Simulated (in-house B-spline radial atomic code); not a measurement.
Successive ionisation energies of indium; each step leads to the configuration of the next row (after the last: [Ne] 3s1). Dirac energy differences include first-order Breit, QED and recoil terms. NIST's values go from ground level to ground level; the uncertainty of those that are theory runs from under 0.1 % in few-electron ions to several per cent in heavy many-electron ones. Computed with an all-electron radial atomic-structure program (B-spline basis): Dirac-Hartree-Fock, average of the configuration, finite nuclei.

| ion | configuration | ionisation energy (eV) | tabulated value (eV) | tabulated kind | computed minus tabulated (eV) | highest orbital | largest mean radius (bohr) |
| --- | --- | --- | --- | --- | --- | --- | --- |
| In22+ | [Ar] 3d9 | 1116.6 | 1109 | tabulated theory | 7.6 | 3d5/2 | 0.33952 |
| In23+ | [Ar] 3d8 | 1187.9 | 1181 | tabulated theory | 6.9 | 3d5/2 | 0.33692 |
| In24+ | [Ar] 3d7 | ? | ? | tabulated theory | ? | ? | ? |
| In25+ | [Ar] 3d6 | 1335.3 | 1328 | tabulated theory | 7.3 | 3d5/2 | 0.33175 |
| In26+ | [Ar] 3d5 | ? | ? | tabulated theory | ? | ? | ? |
| In27+ | [Ar] 3d4 | 1489.1 | 1496 | tabulated theory | -6.9 | 3d5/2 | 0.32665 |
| In28+ | [Ar] 3d3 | 1568.4 | 1575 | tabulated theory | -6.6 | 3d5/2 | 0.32412 |
| In29+ | [Ar] 3d2 | 1649.2 | 1659 | tabulated theory | -9.8 | 3d5/2 | 0.32161 |
| In30+ | [Ar] 3d1 | 1731.5 | 1738 | tabulated theory | -6.5 | 3d5/2 | 0.31913 |
| In31+ | [Ne] 3s2 3p6 | 1978.8 | 1961 | semi-empirical | 17.8 | 3p3/2 | 0.31667 |
| In32+ | [Ne] 3s2 3p5 | 2053.2 | 2028.5 | semi-empirical | 24.7 | 3p3/2 | 0.31475 |
| In33+ | [Ne] 3s2 3p4 | 2128.5 | 2111 | semi-empirical | 17.5 | 3p3/2 | 0.31285 |
| In34+ | [Ne] 3s2 3p3 | 2204.6 | 2207 | semi-empirical | -2.4 | 3p3/2 | 0.31098 |
| In35+ | [Ne] 3s2 3p2 | 2281.7 | 2317 | semi-empirical | -35.3 | 3p3/2 | 0.30913 |
| In36+ | [Ne] 3s2 3p1 | ? | ? | semi-empirical | ? | ? | ? |
| In37+ | [Ne] 3s2 | 2547.9 | 2555 | semi-empirical | -7.1 | 3s1/2 | 0.30549 |

Fill in the row of In24+.

ionisation energy (eV): 1260.8; tabulated value (eV): 1255; computed minus tabulated (eV): 5.8; highest orbital: 3d5/2; largest mean radius (bohr): 0.33433.

Fill in the row of In26+.

ionisation energy (eV): 1411.4; tabulated value (eV): 1413; computed minus tabulated (eV): -1.6; highest orbital: 3d5/2; largest mean radius (bohr): 0.32919.

Fill in the row of In36+.

ionisation energy (eV): 2359.7; tabulated value (eV): 2373; computed minus tabulated (eV): -13.3; highest orbital: 3p3/2; largest mean radius (bohr): 0.3073.

Where a p, d or f electron is removed, the computed value is a mean over both j, so it misses the tabulated one by a part of the spin-orbit splitting; averaging over terms and missing correlation add to the gap, relatively most at low charge.
